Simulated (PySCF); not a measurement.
PySCF input for C2H3N3, SMILES c1nc[nH]n1, PBE-D3(BJ)/def2-SVP. Geometry: PBE-D3(BJ)/def2-SVP.

```python
import numpy as np
from pyscf import gto, scf, dft, df
from pyscf.hessian import thermo

mol = gto.M(
    atom='''
    C     0.01394266    1.12280961    0.00000000
    N     1.16248036    0.38168808    0.00000000
    C     0.70484815   -0.86450593    0.00000000
    N    -0.65645899   -0.84975679    0.00000000
    N    -1.12101636    0.41811650    0.00000000
    H     0.00499950    2.22051787    0.00000000
    H     1.29970531   -1.78711401    0.00000000
    H    -1.31248469   -1.63356046    0.00000000
    ''',
    basis='def2-SVP',
    charge=0,
    spin=0,
    max_memory=1600,
    verbose=3,
)
mf = dft.RKS(mol, xc='pbe').density_fit(auxbasis='def2-universal-jkfit')
mf.disp = 'd3bj'
mf.grids.level = 3
mf.conv_tol = 1e-11
mf.max_cycle = 100
mf.kernel()

# [left out here: the lines that compute and print the analytic Hessian (its translational invariance restored by hand, since the grid's response is missing), thermochemistry and intensities]
```

Program output:

```
converged SCF energy = -241.807479111592

WARN: DFTD3 does not support analytical Hessian, using finite difference


WARN: Mole.unit (angstrom) is changed to Bohr

Mode                                 0                   1                   2
Irrep
Freq [cm^-1]                      594.2799            671.9253            691.0849
Reduced mass [au]                   1.9727              1.8338              2.6669
Force const [Dyne/A]                0.4105              0.4878              0.7505
Char temp [K]                     855.0365            966.7509            994.3173
Normal mode                   x     y     z       x     y     z       x     y     z
       0   C                 0.00  0.00 -0.01   -0.00  0.00  0.04    0.00 -0.00 -0.14
       1   N                 0.00  0.00 -0.02    0.00  0.00 -0.13    0.00  0.00  0.09
       2   C                -0.00  0.00  0.07   -0.00  0.00  0.12   -0.00  0.00 -0.01
       3   N                -0.00 -0.00 -0.17   -0.00 -0.00 -0.05    0.00  0.00 -0.05
       4   N                 0.00  0.00  0.08    0.00  0.00  0.04   -0.00  0.00  0.15
       5   H                 0.00  0.00 -0.04   -0.00  0.00  0.19    0.00 -0.00 -0.40
       6   H                 0.00  0.00  0.21    0.00  0.00  0.41   -0.00 -0.00 -0.01
       7   H                -0.00 -0.00  0.65   -0.00 -0.00 -0.55    0.00 -0.00 -0.40
Mode                                 3                   4                   5
Irrep
Freq [cm^-1]                      805.0078            866.9543            931.1091
Reduced mass [au]                   1.4436              1.4135              5.5173
Force const [Dyne/A]                0.5512              0.6260              2.8182
Char temp [K]                    1158.2271           1247.3542           1339.6587
Normal mode                   x     y     z       x     y     z       x     y     z
       0   C                 0.00  0.00  0.01   -0.00  0.00  0.15    0.01 -0.11  0.00
       1   N                 0.00  0.00 -0.04   -0.00 -0.00 -0.03    0.18  0.03 -0.00
       2   C                -0.00  0.00  0.16    0.00 -0.00 -0.02   -0.04  0.09 -0.00
       3   N                -0.00 -0.00 -0.03   -0.00 -0.00 -0.01   -0.04  0.01  0.00
       4   N                 0.00 -0.00 -0.00    0.00 -0.00 -0.03   -0.10 -0.01 -0.00
       5   H                -0.00  0.00 -0.08   -0.00  0.00 -0.82   -0.06 -0.12 -0.00
       6   H                 0.00  0.00 -0.81    0.00  0.00  0.10   -0.24 -0.04  0.00
       7   H                -0.00 -0.00 -0.06   -0.00  0.00 -0.03    0.14 -0.14  0.00
Mode                                 6                   7                   8
Irrep
Freq [cm^-1]                      968.9497           1068.5635           1118.1730
Reduced mass [au]                   5.9131              1.7701              1.7139
Force const [Dyne/A]                3.2709              1.1909              1.2625
Char temp [K]                    1394.1029           1537.4249           1608.8020
Normal mode                   x     y     z       x     y     z       x     y     z
       0   C                 0.05  0.04 -0.00   -0.03  0.03 -0.00   -0.06 -0.04 -0.00
       1   N                 0.03  0.06  0.00   -0.00  0.00 -0.00    0.06 -0.01  0.00
       2   C                -0.09  0.07 -0.00   -0.05 -0.02  0.00    0.12 -0.05  0.00
       3   N                -0.11 -0.10  0.00    0.06  0.10 -0.00   -0.07  0.07 -0.00
       4   N                 0.14 -0.07  0.00    0.08 -0.10  0.00    0.00 -0.01  0.00
       5   H                -0.17  0.04  0.00   -0.33  0.03 -0.00   -0.38 -0.05  0.00
       6   H                 0.03  0.15 -0.00   -0.54 -0.34  0.00    0.24  0.03 -0.00
       7   H                -0.22 -0.02 -0.00    0.08  0.09 -0.00   -0.45  0.38 -0.00
Mode                                 9                  10                  11
Irrep
Freq [cm^-1]                     1178.1525           1232.7220           1302.4374
Reduced mass [au]                   3.0461              1.5876              3.9737
Force const [Dyne/A]                2.4911              1.4214              3.9716
Char temp [K]                    1695.0992           1773.6126           1873.9175
Normal mode                   x     y     z       x     y     z       x     y     z
       0   C                -0.06  0.13 -0.00    0.02 -0.09  0.00    0.03 -0.14  0.00
       1   N                 0.08 -0.04  0.00   -0.04 -0.07 -0.00   -0.06  0.12 -0.00
       2   C                 0.01 -0.06 -0.00   -0.07  0.04  0.00    0.02 -0.04  0.00
       3   N                 0.01 -0.11  0.00    0.03  0.06 -0.00    0.03 -0.07  0.00
       4   N                -0.02  0.10  0.00    0.05  0.05 -0.00    0.03  0.12 -0.00
       5   H                -0.44  0.14  0.00   -0.54 -0.10 -0.00   -0.17 -0.15 -0.00
       6   H                -0.08 -0.13 -0.00    0.32  0.30  0.00   -0.25 -0.22  0.00
       7   H                 0.09 -0.18 -0.00    0.30 -0.15  0.00   -0.15  0.07  0.00
Mode                                12                  13                  14
Irrep
Freq [cm^-1]                     1368.2847           1423.6539           1510.3594
Reduced mass [au]                   4.9158              2.7693              3.8500
Force const [Dyne/A]                5.4225              3.3070              5.1746
Char temp [K]                    1968.6571           2048.3209           2173.0709
Normal mode                   x     y     z       x     y     z       x     y     z
       0   C                 0.16  0.04  0.00   -0.01 -0.01 -0.00    0.13  0.03  0.00
       1   N                -0.01  0.10 -0.00   -0.05 -0.02  0.00   -0.06 -0.09 -0.00
       2   C                -0.00 -0.13  0.00    0.15  0.04  0.00    0.07  0.14 -0.00
       3   N                -0.05  0.04  0.00   -0.15  0.03 -0.00    0.02 -0.04  0.00
       4   N                -0.08 -0.05 -0.00    0.06  0.01  0.00   -0.08 -0.02 -0.00
       5   H                -0.25  0.05 -0.00    0.01 -0.01  0.00   -0.27  0.03 -0.00
       6   H                 0.17 -0.03  0.00   -0.14 -0.17 -0.00   -0.23 -0.04 -0.00
       7   H                 0.15 -0.14  0.00    0.33 -0.38 -0.00   -0.22  0.16 -0.00
Mode                                15                  16                  17
Irrep
Freq [cm^-1]                     3180.5364           3185.2903           3546.6286
Reduced mass [au]                   1.0968              1.1005              1.0826
Force const [Dyne/A]                6.5369              6.5786              8.0231
Char temp [K]                    4576.0837           4582.9235           5102.8090
Normal mode                   x     y     z       x     y     z       x     y     z
       0   C                 0.00  0.04 -0.00   -0.00 -0.08  0.00   -0.00 -0.00  0.00
       1   N                -0.00 -0.00  0.00   -0.00 -0.00 -0.00   -0.00 -0.00 -0.00
       2   C                -0.04  0.06 -0.00   -0.02  0.03  0.00   -0.00  0.00  0.00
       3   N                 0.00 -0.00  0.00    0.00  0.00  0.00    0.05  0.05 -0.00
       4   N                -0.00 -0.00 -0.00    0.00  0.00 -0.00    0.00 -0.00 -0.00
       5   H                 0.00 -0.40  0.00   -0.00  0.86 -0.00   -0.00  0.00 -0.00
       6   H                 0.47 -0.72 -0.00    0.22 -0.34  0.00    0.01 -0.01  0.00
       7   H                 0.00  0.01 -0.00    0.00  0.01  0.00   -0.62 -0.73  0.00
temperature 298.1500 [K]
pressure 101325.00 [Pa]
Rotational constants [GHz] 10.19522 9.72131 4.97631
Symmetry number 1
Zero-point energy (ZPE) 0.05842 [Eh]   153385.857 [J/mol]
                           tot       elec      trans        rot        vib
Entropy [J/mol/K]       270.293      0.000    161.564    100.383      8.345
Cv [J/mol/K]             51.078      0.000     12.472     12.472     26.135
Cp [J/mol/K]             59.393      0.000     20.786     12.472     26.135
Internal energy [J/mol]                      3718.434   3718.434 155346.892
Internal energy [Eh]   -241.74548  -241.80748
Enthalpy [J/mol]                             6197.391   3718.434 155346.892
Enthalpy [Eh]          -241.74453
Gibbs free energy [J/mol]                  -41973.032 -26210.905 152858.739
Gibbs free energy [Eh] -241.77523
mode   freq/cm-1   IR/(km/mol)
   1      594.28        54.419
   2      671.93         1.449
   3      691.08        47.753
   4      805.01        15.751
   5      866.95         7.199
   6      931.11         8.150
   7      968.95        18.146
   8     1068.56        38.054
   9     1118.17        17.661
  10     1178.15         3.906
  11     1232.72         2.335
  12     1302.44        13.242
  13     1368.28        17.593
  14     1423.65        10.061
  15     1510.36        23.656
  16     3180.54         1.807
  17     3185.29         1.485
  18     3546.63        64.649
max |gradient| / (hartree/bohr): 4.991392779673523e-05
APT charges: [ 0.2338 -0.4382  0.2477 -0.1731 -0.258   0.0702  0.0817  0.236 ]
```

The run converged.

Cost: very roughly 80 core-seconds.
